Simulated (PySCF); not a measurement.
Method: PBE0 in PySCF with As def2-TZVP, S def2-TZVP, F def2-TZVP; no relativity; density-fitted integrals. Open shells, if any, are unrestricted.

Q: What shape and geometry does isolated singlet AsSF take (every ligand bound to As)?

A: Counting electrons, arsenic keeps 2 of its valence electrons outside its bonds, so the VSEPR class is AX2E1 and the expected shape is bent; with unlike ligands the computed point group is Cs. The lowest minimum found is a singlet of Cs symmetry with As–F 1.753 Å, As–S 2.007 Å; F–As–S 106.1°. Its harmonic wavenumbers are 241 (a'), 598 (a'), 650 (a') cm⁻¹ and its dipole moment is 1.85 D.

This need not be the most stable arrangement of these atoms.
